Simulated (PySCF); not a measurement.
benzoquinone (C6H4O2), singlet, at a GFN2-xTB geometry, with bond 6-5 at 1.3 times its length. Base run: DF-HF/6-311G** in PySCF.

The PySCF input:
```python
from pyscf import gto, scf

mol = gto.Mole()
mol.atom = '''
    O     2.617185    0.519148   -0.010824
    C     1.426228    0.282908   -0.005899
    C     0.411737    1.354708    0.041550
    C    -0.897307    1.095045    0.046964
    C    -1.426228   -0.282908    0.005899
    O    -2.974472   -0.590020    0.012302
    C    -0.411737   -1.354708   -0.041550
    C     0.897307   -1.095045   -0.046964
    H     0.796049    2.364949    0.071695
    H    -1.637875    1.882153    0.081761
    H    -0.796049   -2.364949   -0.071695
    H     1.637875   -1.882153   -0.081761
'''
mol.basis = '6-311g**'
mol.charge = 0
mol.spin = 0
mol.verbose = 4
mol.build()

mf = scf.RHF(mol)
mf = mf.density_fit(auxbasis='def2-universal-jkfit')
mf.kernel()
```

The base run was repeated with changes; each row names its change, and settings that it needs were set with it.

| change | ΔE vs base (mEh) | SCF cycles |
|---|---|---|
| base | 0.000 | 15 |
| conv_tol = 1e-12 | 0.000 | 19 |
| level_shift = 0.5 (with mf.max_cycle = 100) | 0.000 | 20 |
| init_guess = mod_huckel | 0.000 | 18 |
| diis = off; damp = 0.3 (with mf.diis_start_cycle = 200; with mf.max_cycle = 150) | 0.000 | 43 |
| conv_tol_grad = 1e-3 | 0.000 | 15 |
| diis = off; damp = 0.6 (with mf.diis_start_cycle = 200; with mf.max_cycle = 150) | 0.000 | 66 |
| diis_space = 20 | 0.000 | 15 |
| diis_space = 4 | 0.000 | 18 |
| conv_tol = 1e-11 | 0.000 | 17 |
| level_shift = 0.3 (with mf.max_cycle = 100) | 0.000 | 19 |
| conv_tol = 1e-6 | 0.000 | 12 |
| init_guess = huckel | 0.000 | 17 |
